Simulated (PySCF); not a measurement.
# The third ionisation energy along the 3d series

Calculated with PySCF 2.14 from differences of total energies of unrestricted determinants, without spin-orbit coupling. Values in eV. The last column holds reference values (NIST; (s) semi-empirical, (t) theoretical, else measured). Unmarked ones compare directly (S terms, centres of terms, or small fine structure); those marked * lie between the lowest fine-structure levels and include a spin-orbit shift.

```
                               element        configurations     UHF     LDA    PBE0  r2SCAN  MP2 (valence)  SCS-MP2 (valence)          reference
    Mn (aug-cc-pVQZ, non-relativistic)   [Ar] 3d5 → [Ar] 3d4  32.584  34.668  34.088  34.101         33.463             32.877   33.668 ± 0.012 *
    Co (aug-cc-pVQZ, non-relativistic)   [Ar] 3d7 → [Ar] 3d6  31.450  34.612  33.930  34.000         33.414             33.548  33.5 ± 0.06 (s) *
Cu (aug-cc-pVQZ-PP with ECP10MDF, ECP)   [Ar] 3d9 → [Ar] 3d8  34.023  37.982  36.689  36.127         36.932             36.701   36.841 ± 0.012 *
Zn (aug-cc-pVQZ-PP with ECP10MDF, ECP)  [Ar] 3d10 → [Ar] 3d9  36.975  40.748  39.565  39.415         40.174             39.812           39.723 *
```

"Valence" correlates the outer s and p shells and, in groups 3 to 12 and the f block, the outer d or f shell, open or full, or the next shell where the ion has no valence electron left; the wider scheme adds the next inner shell.
